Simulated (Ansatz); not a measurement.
## What each rung costs, and what it gives

Saddle point of BN₂H₉O, singlet (BH₃O ([BH2][OH]) + NH₃ + NH₃ → BNH₄ ([BH2][NH2]) + H₂O + NH₃ (still joined by a long B–O bond); bonds formed: O2–H7, H5–N8; dative contacts that become bonds: B1–N6; bonds broken: H5–N6, H7–N8; bonds weakened to dative contacts: B1–O2), PBE0-D4/def2-TZVP structure:

```json
{"atom": "B1", "x (Å)": "0.7318", "y (Å)": "-0.8928", "z (Å)": "0.6733"}
{"atom": "O2", "x (Å)": "1.1623", "y (Å)": "-0.3491", "z (Å)": "-0.7296"}
{"atom": "H3", "x (Å)": "0.2761", "y (Å)": "-2.0050", "z (Å)": "0.4868"}
{"atom": "H4", "x (Å)": "1.7388", "y (Å)": "-0.8890", "z (Å)": "1.3614"}
{"atom": "H5", "x (Å)": "-1.0416", "y (Å)": "0.6375", "z (Å)": "-0.1868"}
{"atom": "N6", "x (Å)": "-0.4005", "y (Å)": "0.0239", "z (Å)": "1.2273"}
{"atom": "H7", "x (Å)": "0.1791", "y (Å)": "0.3029", "z (Å)": "-1.2123"}
{"atom": "N8", "x (Å)": "-0.9280", "y (Å)": "0.7975", "z (Å)": "-1.2571"}
{"atom": "H9", "x (Å)": "1.9909", "y (Å)": "0.1257", "z (Å)": "-0.6612"}
{"atom": "H10", "x (Å)": "-0.0613", "y (Å)": "0.7337", "z (Å)": "1.8656"}
{"atom": "H11", "x (Å)": "-1.0755", "y (Å)": "-0.5229", "z (Å)": "1.7457"}
{"atom": "H12", "x (Å)": "-0.9749", "y (Å)": "1.7740", "z (Å)": "-1.5160"}
{"atom": "H13", "x (Å)": "-1.5972", "y (Å)": "0.2636", "z (Å)": "-1.7970"}
```

Barriers are electronic and count from the start structure reached by relaxing down the imaginary mode.

Computed with Ansatz 0.2.0 (basis: as named in each row); correlated methods freeze the cores. B3LYP uses VWN-RPA correlation. Extrapolation: Hartree–Fock as exp(−7.88 √X), correlation as X^−2.97.

Times are rough, for one single point on 4 threads of a shared host (Intel Xeon).

The estimate by CCSD(T) at an estimated basis limit (MP2 extrapolated from triple and quadruple zeta, plus CCSD(T) − MP2 in triple zeta) is 21.91 kcal/mol.

```json
{"method": "HF", "basis": "STO-3G", "time (s)": "under 1", "barrier (kcal/mol)": "5.77", "method less estimate": "-16.14"}
{"method": "PBE-D4", "basis": "STO-3G", "time (s)": "2", "barrier (kcal/mol)": "-21.02", "method less estimate": "-42.92"}
{"method": "B3LYP-D4", "basis": "6-31G", "time (s)": "3", "barrier (kcal/mol)": "10.93", "method less estimate": "-10.97"}
{"method": "SPW92", "basis": "def2-SVP", "time (s)": "3", "barrier (kcal/mol)": "6.22", "method less estimate": "-15.69"}
{"method": "SPW92", "basis": "def2-TZVPP", "time (s)": "4", "barrier (kcal/mol)": "9.43", "method less estimate": "-12.48"}
{"method": "PBE-D4", "basis": "def2-SVP", "time (s)": "4", "barrier (kcal/mol)": "12.65", "method less estimate": "-9.25"}
{"method": "PBE0-D4", "basis": "def2-SVP", "time (s)": "4", "barrier (kcal/mol)": "15.56", "method less estimate": "-6.35"}
{"method": "PBE-D4", "basis": "def2-TZVPP", "time (s)": "5", "barrier (kcal/mol)": "15.61", "method less estimate": "-6.30"}
{"method": "BLYP-D4", "basis": "def2-TZVPP", "time (s)": "6", "barrier (kcal/mol)": "18.04", "method less estimate": "-3.87"}
{"method": "BHLYP-D4", "basis": "def2-TZVPP", "time (s)": "6", "barrier (kcal/mol)": "23.15", "method less estimate": "1.25"}
{"method": "r2SCAN-D4", "basis": "def2-TZVPP", "time (s)": "6", "barrier (kcal/mol)": "17.63", "method less estimate": "-4.27"}
{"method": "PBE0-D4", "basis": "def2-TZVPP", "time (s)": "6", "barrier (kcal/mol)": "18.17", "method less estimate": "-3.74"}
{"method": "CAM-B3LYP-D4", "basis": "def2-TZVPP", "time (s)": "9", "barrier (kcal/mol)": "19.93", "method less estimate": "-1.98"}
{"method": "B3LYP-D4", "basis": "def2-TZVPP", "time (s)": "10", "barrier (kcal/mol)": "19.84", "method less estimate": "-2.06"}
{"method": "wB97M-V", "basis": "def2-SVP", "time (s)": "12", "barrier (kcal/mol)": "17.65", "method less estimate": "-4.25"}
{"method": "r2SCAN0-D4", "basis": "def2-TZVPP", "time (s)": "12", "barrier (kcal/mol)": "19.41", "method less estimate": "-2.50"}
{"method": "wB97M-V", "basis": "def2-TZVPP", "time (s)": "12", "barrier (kcal/mol)": "20.86", "method less estimate": "-1.04"}
{"method": "B97M-V", "basis": "def2-TZVPP", "time (s)": "13", "barrier (kcal/mol)": "22.23", "method less estimate": "0.32"}
{"method": "wB97X-V", "basis": "def2-TZVPP", "time (s)": "14", "barrier (kcal/mol)": "20.77", "method less estimate": "-1.13"}
{"method": "B2PLYP", "basis": "def2-TZVPP", "time (s)": "15", "barrier (kcal/mol)": "20.75", "method less estimate": "-1.15"}
{"method": "PBE-QIDH", "basis": "def2-TZVPP", "time (s)": "16", "barrier (kcal/mol)": "20.03", "method less estimate": "-1.87"}
{"method": "RPA on PBE", "basis": "def2-TZVPP", "time (s)": "16", "barrier (kcal/mol)": "21.35", "method less estimate": "-0.56"}
{"method": "CCSD(T)", "basis": "def2-SVP", "time (s)": "21", "barrier (kcal/mol)": "20.62", "method less estimate": "-1.28"}
{"method": "MP2", "basis": "def2-QZVPP", "time (s)": "84", "barrier (kcal/mol)": "20.48", "method less estimate": "-1.42"}
{"method": "CCSD(T)", "basis": "def2-TZVPP", "time (s)": "200", "barrier (kcal/mol)": "21.50", "method less estimate": "-0.41"}
```

All methods are single points on the PBE0-D4 structures; a negative value means that the method puts the saddle structure below the start.

No T1 diagnostic of these runs exceeds 0.010.

Labels in which every atom is bracketed show which atoms are joined, not bond orders.
